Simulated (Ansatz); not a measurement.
Steps of a relaxation of Ge$_{2}$H$_{6}$S (`[GeH3][S][GeH3]`) with RKS PBE0-D4/def2-TZVP.

```sh
$ ansatz run in.yaml --threads 4 --pin off --events-out ev --progress --plain --max-ram 10444MiB
```

```yaml
crystal:
  periodic: [false, false, false]
  atoms:
    - {symbol: Ge, position_ang: [-0.841197, 0.761144, -1.252768]}
    - {symbol: S, position_ang: [1.274960, 0.679854, -0.495875]}
    - {symbol: Ge, position_ang: [0.933295, -0.732152, 1.220823]}
    - {symbol: H, position_ang: [-1.311023, -0.656208, -1.679082]}
    - {symbol: H, position_ang: [-0.809642, 1.717009, -2.469725]}
    - {symbol: H, position_ang: [-1.783747, 1.309808, -0.147317]}
    - {symbol: H, position_ang: [0.377502, -2.084436, 0.697484]}
    - {symbol: H, position_ang: [2.320319, -0.927860, 1.879310]}
    - {symbol: H, position_ang: [-0.071769, -0.113559, 2.230050]}
basis:
  gaussian: {orbitals: def2-TZVP}
hamiltonian: {xc: pbe0, dispersion: d4}
relax: {f_tol: 0.005, max_steps: 150}
```

Positions (Å) and forces (eV/Å) along the path, 4 of 4 steps:

```xyz
9
step=1 energy=-123952.8983 eV
Ge   -0.841    0.761   -1.253    0.126    0.020    0.013
S     1.275    0.680   -0.496   -0.451   -0.244    0.176
Ge    0.933   -0.732    1.221    0.056    0.078   -0.084
H    -1.311   -0.656   -1.679    0.090    0.228    0.079
H    -0.810    1.717   -2.470   -0.012   -0.153    0.193
H    -1.784    1.310   -0.147    0.167   -0.094   -0.171
H     0.378   -2.084    0.697    0.088    0.230    0.073
H     2.320   -0.928    1.879   -0.224    0.027   -0.101
H    -0.072   -0.114    2.230    0.161   -0.092   -0.178
9
step=2 energy=-123952.9204 eV
Ge   -0.836    0.758   -1.248    0.037   -0.021    0.038
S     1.252    0.667   -0.487   -0.006   -0.004    0.002
Ge    0.930   -0.728    1.215   -0.022    0.029   -0.044
H    -1.294   -0.651   -1.664   -0.010    0.026    0.000
H    -0.811    1.705   -2.455    0.006   -0.019    0.026
H    -1.763    1.300   -0.145   -0.002   -0.008   -0.027
H     0.377   -2.064    0.687    0.008    0.011    0.025
H     2.303   -0.926    1.872   -0.027    0.008   -0.018
H    -0.069   -0.109    2.207    0.016   -0.023   -0.002
9
step=3 energy=-123952.9208 eV
Ge   -0.830    0.753   -1.239    0.001    0.020   -0.025
S     1.259    0.671   -0.490   -0.024   -0.013    0.009
Ge    0.924   -0.723    1.206    0.029   -0.004    0.014
H    -1.296   -0.650   -1.659    0.004   -0.012    0.000
H    -0.801    1.699   -2.444   -0.010    0.008   -0.013
H    -1.763    1.295   -0.144    0.001    0.004    0.012
H     0.372   -2.061    0.689   -0.004   -0.005   -0.011
H     2.296   -0.918    1.860    0.010   -0.008    0.013
H    -0.072   -0.112    2.204   -0.007    0.010    0.001
9
step=4 energy=-123952.9211 eV
Ge   -0.832    0.756   -1.243    0.003    0.000    0.001
S     1.255    0.669   -0.488   -0.003   -0.002    0.001
Ge    0.927   -0.725    1.210    0.001    0.002   -0.002
H    -1.296   -0.649   -1.662   -0.001   -0.001   -0.001
H    -0.806    1.702   -2.449    0.001    0.001    0.000
H    -1.764    1.297   -0.146   -0.001    0.001    0.000
H     0.375   -2.063    0.689    0.000   -0.001    0.000
H     2.299   -0.922    1.865    0.001    0.001    0.000
H    -0.070   -0.111    2.206    0.000    0.000    0.001
```

It took 15 s on 4 threads of an Arm Neoverse V1 on a shared host, with 0.52 GiB of host memory at the peak.
